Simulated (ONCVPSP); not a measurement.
cobalt: one change to an ONCV potential, before and after

* Element: cobalt (Co)
* Generator: ONCVPSP 4.0.1
* Type: optimised norm-conserving Vanderbilt (ONCV)
* Functional: Wu-Cohen
* Relativity: scalar-relativistic
* Frozen core: [Ne]
* Valence charge: 17
* Reference configuration: 3s2 3p6 3d7.5 4s1.5
* Partial waves: 3s+4s: rc 1.55 bohr, ncon 4, nbas 7, qcut 8.4 1/bohr, 2 projectors; 3p: rc 0.85 bohr, ncon 5, nbas 8, qcut 11 1/bohr, 1 projector; 3d: rc 1.65 bohr, ncon 4, nbas 8, qcut 8.4 1/bohr, 1 projector
* Local potential: polynomial inside 0.60 bohr (lpopt 5, dvloc0 -1 Ha)
* Core correction: Teter function, fcfact 4, rcfact 1.2

Change: all radii but the core radius scaled by about 1.09 (s 1.68, p 0.92, d 1.80 bohr); local potential polynomial inside 0.66 bohr (lpopt 5, dvloc0 -1 Ha).

Cutoffs: the cutoffs (Ha) at which the residual kinetic energy of the hardest occupied pseudo-wave falls to 1 and 0.1 mHa per electron; they do not see the model core or the augmentation charge, which bear on the density cutoff. Errors are all-electron minus pseudo energies relative to the spin-unpolarised reference configuration.

**Question.** How do hardness, ghosts and transferability respond?

**Answer.** The potential gets softer (93 Ha and 238 Ha → 58 Ha and 197 Ha); of the 4 tests that both files solve, the error grows in 2 and shrinks in 1 by more than 15 % and 0.3 meV (median size 10.0 → 12.9 meV); neither file shows a bound ghost. A larger radius leaves more room for a smooth pseudo-wave, so fewer plane waves are needed.

```tsv
quantity	base	changed
cutoff, loose	93 Ha	58 Ha
cutoff, tight	238 Ha	197 Ha
loose cutoff by channel	s 14 Ha, p 93 Ha, d 32 Ha	s 15 Ha, p 58 Ha, d 29 Ha
bound ghosts	none	none
GHOST(+) flags under 300 eV	s at 173.6 eV	s at 197.8 eV
error for 3s2 3p6 3d7 4s2, meV [ΔE 0.96 eV]	+10	+15
error for 3s2 3p6 3d7 4s1, meV [ΔE 10.03 eV]	-1.1	+0.1
error for 3s2 3p6 3d7 4s0, meV [ΔE 26.71 eV]	-9.8	-11
error for 3s2 3p5 3d7 4s2, meV [ΔE 74.42 eV]	-373	-444
rms error of d²Exc/dni dnj with the model core, mHa	1.58	2.17
```
